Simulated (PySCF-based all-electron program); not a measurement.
Results of a calculation; reference values are marked as such.
Forces on H₆W₂, singlet in several shapes

Method: all-electron DFT (in-house code on PySCF), basis-limit composite values; Koelling–Harmon scalar relativity, no spin–orbit coupling, spin-restricted. Forces are good to about 0.014 eV/Å. Atoms are numbered as listed.

Shape A:

```xyz
8

W     0.0000    0.0000    0.0000
W     0.0000    0.0000    2.2120
H     1.7168    0.0000   -0.0630
H    -0.8584    1.4868   -0.0630
H    -0.8584   -1.4868   -0.0630
H     0.8584    1.4868    2.2750
H    -1.7168    0.0000    2.2750
H     0.8584   -1.4868    2.2750
```

PBE forces:

```
atom      Fx      Fy  Fz (eV/Å)
  W1   0.000   0.000      0.197
  W2   0.000   0.000     -0.197
  H3   0.008   0.000     -0.004
  H4  -0.004   0.007     -0.004
  H5  -0.004  -0.007     -0.004
  H6   0.004   0.007      0.004
  H7  -0.008   0.000      0.004
  H8   0.004  -0.007      0.004
```

(1) What forces does r2SCAN give in shape A?

Shape B:

```xyz
8

W     0.0000    0.0000    0.0000
W     0.0000    0.0000    1.9908
H     1.7168    0.0000   -0.0630
H    -0.8584    1.4868   -0.0630
H    -0.8584   -1.4868   -0.0630
H     0.8584    1.4868    2.0537
H    -1.7168    0.0000    2.0537
H     0.8584   -1.4868    2.0537
```

Against shape A, W1–W2 goes from 2.212 to 1.991 Å.

PBE forces:

```csv
atom,Fx,Fy,Fz (eV/Å)
W1,0.000,0.000,-10.444
W2,0.000,0.000,10.444
H3,0.115,0.000,0.060
H4,-0.058,0.100,0.060
H5,-0.058,-0.100,0.060
H6,0.058,0.100,-0.060
H7,-0.115,0.000,-0.060
H8,0.058,-0.100,-0.060
```

(2) What forces does r2SCAN give in shape B?

Answers

(1) The forces move by 0.391 eV/Å (r.m.s. over the atoms) from PBE.

| atom | Fx | Fy | Fz (eV/Å) |
| --- | --- | --- | --- |
| W1 | 0.000 | 0.000 | 0.934 |
| W2 | 0.000 | 0.000 | -0.934 |
| H3 | -0.142 | 0.000 | -0.030 |
| H4 | 0.071 | -0.123 | -0.030 |
| H5 | 0.071 | 0.123 | -0.030 |
| H6 | -0.071 | -0.123 | 0.030 |
| H7 | 0.142 | 0.000 | 0.030 |
| H8 | -0.071 | 0.123 | 0.030 |

(2) The forces move by 0.435 eV/Å (r.m.s. over the atoms) from PBE.

```
atom      Fx      Fy  Fz (eV/Å)
  W1   0.000   0.000     -9.618
  W2   0.000   0.000      9.618
  H3  -0.038   0.000      0.036
  H4   0.019  -0.033      0.036
  H5   0.019   0.033      0.036
  H6  -0.019  -0.033     -0.036
  H7   0.038   0.000     -0.036
  H8  -0.019   0.033     -0.036
```
